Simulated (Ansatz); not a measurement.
Geometry optimisation of C2H10N3Sc (`C[N](C)[Sc]([NH2])[NH2]`).

```yaml
crystal:
  periodic: [false, false, false]
  atoms:
    - {symbol: C, position_ang: [0.312280, -0.772650, 1.901870]}
    - {symbol: N, position_ang: [0.486650, -0.506590, 0.476420]}
    - {symbol: C, position_ang: [1.644150, -1.272860, 0.023270]}
    - {symbol: Sc, position_ang: [-0.687840, 0.718720, -0.675550]}
    - {symbol: N, position_ang: [-0.523710, 0.717890, -2.691630]}
    - {symbol: N, position_ang: [-2.040580, 1.964720, 0.168130]}
    - {symbol: H, position_ang: [-0.548670, -0.221670, 2.296300]}
    - {symbol: H, position_ang: [0.152970, -1.850700, 2.086040]}
    - {symbol: H, position_ang: [1.211040, -0.476540, 2.472750]}
    - {symbol: H, position_ang: [1.820930, -1.111550, -1.045550]}
    - {symbol: H, position_ang: [1.495060, -2.353980, 0.195870]}
    - {symbol: H, position_ang: [2.554320, -0.979790, 0.577240]}
    - {symbol: H, position_ang: [-1.049410, 1.283070, -3.360560]}
    - {symbol: H, position_ang: [0.070000, 0.128770, -3.276790]}
    - {symbol: H, position_ang: [-2.673250, 2.609990, -0.307530]}
    - {symbol: H, position_ang: [-2.223940, 2.123150, 1.159730]}
basis:
  gaussian: {orbitals: def2-TZVP}
hamiltonian: {xc: pbe0, dispersion: d4}
relax: {f_tol: 0.005, max_steps: 150}
```

```sh
$ ansatz run in.yaml --threads 2 --pin off --events-out ev --progress --plain --max-ram 32768MiB --backend cuda --devices 0, --max-vram 18GiB
```

Output, abridged:

```
Functional definition: PBE0
mean field -27399.06884500 eV, -1006.8972082977 hartree, gradient 2.7e-5 eV, S^2 0.000000; 0 other end points of the search recorded, 0 dependent functions left out
relax step   1: F+E_penalty+E_count = -27399.33642805 eV  Δ(F+E_penalty+E_count) = +0.000e0 eV  max|allowed force component| = 5.697e-1 eV/Å  Δτ_max = 0.0000 Å  (31 SCF iters, accepted)
mean field -27399.14856261 eV, -1006.9001378659 hartree, gradient 1.6e-5 eV, S^2 0.000000; 0 other end points of the search recorded, 0 dependent functions left out
relax step   2: F+E_penalty+E_count = -27399.42324112 eV  Δ(F+E_penalty+E_count) = -8.681e-2 eV  max|allowed force component| = 4.023e-1 eV/Å  Δτ_max = 0.1089 Å  (33 SCF iters, accepted)
mean field -27399.15464121 eV, -1006.9003612505 hartree, gradient 2.1e-5 eV, S^2 0.000000; 0 other end points of the search recorded, 0 dependent functions left out
relax step   3: F+E_penalty+E_count = -27399.43101457 eV  Δ(F+E_penalty+E_count) = -7.773e-3 eV  max|allowed force component| = 4.197e-1 eV/Å  Δτ_max = 0.0550 Å  (33 SCF iters, accepted)
mean field -27399.16221701 eV, -1006.9006396560 hartree, gradient 1.1e-5 eV, S^2 0.000000; 0 other end points of the search recorded, 0 dependent functions left out
relax step   4: F+E_penalty+E_count = -27399.43812248 eV  Δ(F+E_penalty+E_count) = -7.108e-3 eV  max|allowed force component| = 4.336e-2 eV/Å  Δτ_max = 0.0478 Å  (33 SCF iters, accepted)
mean field -27399.16312110 eV, -1006.9006728805 hartree, gradient 1.1e-5 eV, S^2 0.000000; 0 other end points of the search recorded, 0 dependent functions left out
relax step   5: F+E_penalty+E_count = -27399.43910306 eV  Δ(F+E_penalty+E_count) = -9.806e-4 eV  max|allowed force component| = 1.379e-2 eV/Å  Δτ_max = 0.0334 Å  (34 SCF iters, accepted)
mean field -27399.16413114 eV, -1006.9007099988 hartree, gradient 1.4e-5 eV, S^2 0.000000; 0 other end points of the search recorded, 0 dependent functions left out
relax step   6: F+E_penalty+E_count = -27399.44014407 eV  Δ(F+E_penalty+E_count) = -1.041e-3 eV  max|allowed force component| = 4.986e-2 eV/Å  Δτ_max = 0.0684 Å  (33 SCF iters, accepted)
mean field -27399.16450695 eV, -1006.9007238098 hartree, gradient 1.1e-5 eV, S^2 0.000000; 0 other end points of the search recorded, 0 dependent functions left out
relax step   7: F+E_penalty+E_count = -27399.44057808 eV  Δ(F+E_penalty+E_count) = -4.340e-4 eV  max|allowed force component| = 3.780e-2 eV/Å  Δτ_max = 0.0388 Å  (34 SCF iters, accepted)
mean field -27399.16470643 eV, -1006.9007311403 hartree, gradient 1.0e-5 eV, S^2 0.000000; 0 other end points of the search recorded, 0 dependent functions left out
relax step   8: F+E_penalty+E_count = -27399.44081534 eV  Δ(F+E_penalty+E_count) = -2.373e-4 eV  max|allowed force component| = 2.349e-2 eV/Å  Δτ_max = 0.0245 Å  (34 SCF iters, accepted)
mean field -27399.16477141 eV, -1006.9007335285 hartree, gradient 1.0e-5 eV, S^2 0.000000; 0 other end points of the search recorded, 0 dependent functions left out
relax step   9: F+E_penalty+E_count = -27399.44087435 eV  Δ(F+E_penalty+E_count) = -5.901e-5 eV  max|allowed force component| = 1.446e-2 eV/Å  Δτ_max = 0.0131 Å  (35 SCF iters, accepted)
mean field -27399.16469215 eV, -1006.9007306158 hartree, gradient 1.0e-5 eV, S^2 0.000000; 0 other end points of the search recorded, 0 dependent functions left out
relax step  10: F+E_penalty+E_count = -27399.44078542 eV  Δ(F+E_penalty+E_count) = +8.893e-5 eV  max|allowed force component| = 2.096e-2 eV/Å  Δτ_max = 0.0149 Å  (35 SCF iters, rejected (line search))
mean field -27399.16479143 eV, -1006.9007342641 hartree, gradient 1.0e-5 eV, S^2 0.000000; 0 other end points of the search recorded, 0 dependent functions left out
relax step  11: F+E_penalty+E_count = -27399.44089196 eV  Δ(F+E_penalty+E_count) = -1.761e-5 eV  max|allowed force component| = 7.932e-3 eV/Å  Δτ_max = 0.0039 Å  (36 SCF iters, accepted)
mean field -27399.16479261 eV, -1006.9007343076 hartree, gradient 1.0e-5 eV, S^2 0.000000; 0 other end points of the search recorded, 0 dependent functions left out
relax step  12: F+E_penalty+E_count = -27399.44089373 eV  Δ(F+E_penalty+E_count) = -1.766e-6 eV  max|allowed force component| = 4.985e-3 eV/Å  Δτ_max = 0.0004 Å  (36 SCF iters, accepted)
mean field -27399.16479261 eV, -1006.9007343076 hartree, gradient 1.0e-5 eV, S^2 0.000000; 1 other end points of the search recorded, 0 dependent functions left out
Total energy: -27399.44094410 eV, -1006.9108826876 hartree
Atom 0 at     0.348939    -0.622421     1.898289 Å, force    -0.001015     0.000205     0.002300 eV/Å
Atom 1 at     0.477033    -0.498992     0.470482 Å, force    -0.001349     0.001535    -0.001663 eV/Å
Atom 2 at     1.523871    -1.336395    -0.052215 Å, force     0.001648    -0.000878    -0.001485 eV/Å
Atom 3 at    -0.659758     0.690048    -0.650369 Å, force     0.000351    -0.000797     0.000347 eV/Å
Atom 4 at    -0.377243     0.767455    -2.627649 Å, force     0.002465    -0.001377    -0.002261 eV/Å
Atom 5 at    -2.082502     1.804955     0.202962 Å, force    -0.000796     0.000599     0.004985 eV/Å
Atom 6 at    -0.452468     0.022074     2.276995 Å, force    -0.000064     0.000183    -0.000570 eV/Å
Atom 7 at     0.110831    -1.652788     2.207896 Å, force    -0.000027    -0.000435    -0.000546 eV/Å
Atom 8 at     1.272894    -0.335937     2.425917 Å, force     0.000958     0.000227     0.000155 eV/Å
Atom 9 at     1.605802    -1.228469    -1.139736 Å, force    -0.000466     0.000345     0.000032 eV/Å
Atom 10 at     1.346685    -2.403855     0.155850 Å, force    -0.000388    -0.000812     0.000389 eV/Å
Atom 11 at     2.508964    -1.087215     0.374058 Å, force    -0.000050     0.000498     0.000481 eV/Å
Atom 12 at    -0.900418     1.337521    -3.281110 Å, force    -0.000449     0.000113     0.000964 eV/Å
Atom 13 at     0.305757     0.254413    -3.170912 Å, force    -0.001211     0.000891     0.000374 eV/Å
Atom 14 at    -2.709993     2.438750    -0.276846 Å, force     0.000519    -0.000535    -0.001364 eV/Å
Atom 15 at    -2.318394     1.850835     1.186397 Å, force    -0.000126     0.000238    -0.002140 eV/Å
Dipole moment:    -0.013691     0.014686    -0.013590 e Å
```

Hardware: 2 threads of an AMD EPYC 7R13 on a shared host and a share of an NVIDIA H100 80 GB. Wall time 36 s, peak host memory 0.93 GiB.
